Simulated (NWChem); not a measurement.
All runs are NWChem calculations. System: H5Si2, charge 1, spin multiplicity 1, at the geometry of a parent with another charge or spin, in a state set for the comparison that need not be this species' ground state. Level: RHF/def2-TZVP.

Job file:

```
start mol
memory heap 200 mb stack 900 mb global 1100 mb
charge 1
geometry units angstroms nocenter noautoz
  Si    -0.130271    -1.209204     0.000000
  Si     0.053680     1.124187     0.000000
  H      0.420252    -1.876864     1.234431
  H      0.420252    -1.876864    -1.234431
  H     -0.627536     1.673000    -1.224738
  H     -0.627536     1.673000     1.224738
  H      1.486852     1.597962     0.000000
  symmetry group Cs
end
basis spherical
  * library def2-tzvp
end
scf
  rhf
  nopen 0
  maxiter 100
  thresh 1e-7
  semidirect memsize 60000000 filesize 0
end
task scf energy
```

NWChem printed:

```
             Northwest Computational Chemistry Package (NWChem) 7.3.0
             --------------------------------------------------------

                                NWChem Input Module
                                -------------------

 Scaling coordinates for geometry "geometry" by  1.889725989
 (inverse scale =  0.529177249)

 Turning off AUTOSYM since
 SYMMETRY directive was detected!

                             Geometry "geometry" -> ""
                             -------------------------

 Output coordinates in angstroms (scale by  1.889725989 to convert to a.u.)

  No.       Tag          Charge          X              Y              Z
 ---- ---------------- ---------- -------------- -------------- --------------
    1 Si                  14.0000    -0.13027100    -1.20920400     0.00000000
    2 Si                  14.0000     0.05368000     1.12418700     0.00000000
    3 H                    1.0000     0.42025200    -1.87686400     1.23443100
    4 H                    1.0000     0.42025200    -1.87686400    -1.23443100
    5 H                    1.0000    -0.62753600     1.67300000    -1.22473800
    6 H                    1.0000    -0.62753600     1.67300000     1.22473800
    7 H                    1.0000     1.48685200     1.59796200     0.00000000

 Effective nuclear repulsion energy (a.u.)      82.0536724202

            Nuclear Dipole moment (a.u.)
            ----------------------------
        X                 Y               Z
 ---------------- ---------------- ----------------
     0.0000188973    -0.0000075589     0.0000000000

      Symmetry information
      --------------------

 Group name             Cs
 Group number              2
 Group order               2
 No. of unique centers     5

      Symmetry unique atoms

     1    2    3    5    7


 Summary of "ao basis" -> "" (spherical)
 ------------------------------------------------------------------------------
       Tag                 Description            Shells   Functions and Types
 ---------------- ------------------------------  ------  ---------------------
 *                         def2-tzvp                  on all atoms
[...]
    54      0.338047  2 Si pz                88     -0.221165  5 H  s
    94      0.221165  6 H  s

 Vector   16  Occ=2.000000D+00  E=-6.446755D-01  Symmetry=a'
              MO Center= -1.4D-01,  3.3D-02, -1.1D-14, r^2= 3.3D+00
   Bfn.  Coefficient  Atom+Function         Bfn.  Coefficient  Atom+Function
  ----- ------------  ---------------      ----- ------------  ---------------
    16      0.346882  1 Si py                53     -0.272287  2 Si py

 Vector   17  Occ=0.000000D+00  E=-2.565420D-01  Symmetry=a'
              MO Center= -4.1D-01, -1.1D+00,  2.5D-14, r^2= 3.1D+00
   Bfn.  Coefficient  Atom+Function         Bfn.  Coefficient  Atom+Function
  ----- ------------  ---------------      ----- ------------  ---------------
    18      0.425195  1 Si px                15      0.411037  1 Si px
     5     -0.280722  1 Si s                  4     -0.153562  1 Si s

 Vector   18  Occ=0.000000D+00  E=-8.142250D-02  Symmetry=a"
              MO Center= -1.8D-01, -4.0D-01, -4.6D-14, r^2= 4.4D+00
   Bfn.  Coefficient  Atom+Function         Bfn.  Coefficient  Atom+Function
  ----- ------------  ---------------      ----- ------------  ---------------
    20      1.017396  1 Si pz                77     -0.784684  3 H  s
    83      0.784684  4 H  s                 89      0.383932  5 H  s
    95     -0.383932  6 H  s                 57      0.348792  2 Si pz
    17      0.177124  1 Si pz                27      0.170306  1 Si d -1

 Vector   19  Occ=0.000000D+00  E=-6.465030D-02  Symmetry=a'
              MO Center= -1.0D-01, -7.0D-01, -6.0D-15, r^2= 8.3D+00
   Bfn.  Coefficient  Atom+Function         Bfn.  Coefficient  Atom+Function
  ----- ------------  ---------------      ----- ------------  ---------------
    42      2.080627  2 Si s                 19     -1.660671  1 Si py
     5     -1.447804  1 Si s                 56     -1.206353  2 Si py
    53     -0.380920  2 Si py               101     -0.229547  7 H  s
    16     -0.224297  1 Si py                40     -0.158250  2 Si s

 center of mass
 --------------
 x =  -0.03290690 y =  -0.03652756 z =   0.00000000

 moments of inertia (a.u.)
 ------------------
         348.721295795448         -17.010131949458           0.000000000000
         -17.010131949458          35.744978328796           0.000000000000
           0.000000000000           0.000000000000         340.935509804757

  Mulliken analysis of the total density
  --------------------------------------

    Atom       Charge   Shell Charges
 -----------   ------   -------------------------------------------------------
    1 Si  14    13.52   2.00  0.59  1.39  0.97  0.49  4.11  1.73  0.47  1.32  0.26  0.07  0.11  0.01
    2 Si  14    13.89   2.00  0.58  1.39  0.83  0.49  4.12  1.73  0.51  1.58  0.37  0.11  0.16  0.02
    3 H    1     0.88   0.22  0.52  0.12  0.01
    4 H    1     0.88   0.22  0.52  0.12  0.01
    5 H    1     0.95   0.23  0.54  0.17  0.01
    6 H    1     0.95   0.23  0.54  0.17  0.01
    7 H    1     0.92   0.22  0.53  0.16  0.01

       Multipole analysis of the density wrt the origin
       ------------------------------------------------

     L   x y z        total         open         nuclear
     -   - - -        -----         ----         -------
     0   0 0 0      1.000000      0.000000     33.000000

     1   1 0 0     -0.364082      0.000000      0.000019
     1   0 1 0     -1.357803      0.000000     -0.000008
     1   0 0 1     -0.000000      0.000000      0.000000

     2   2 0 0    -17.154917      0.000000     12.961122
     2   1 1 0      2.227034      0.000000      6.245341
     2   1 0 1     -0.000000      0.000000      0.000000
     2   0 2 0    -12.323979      0.000000    190.552590
     2   0 1 1     -0.000000      0.000000      0.000000
     2   0 0 2    -19.262960      0.000000     21.596390

 Task  times  cpu:        5.0s     wall:        5.0s

 Total times  cpu:        5.0s     wall:        5.0s
```
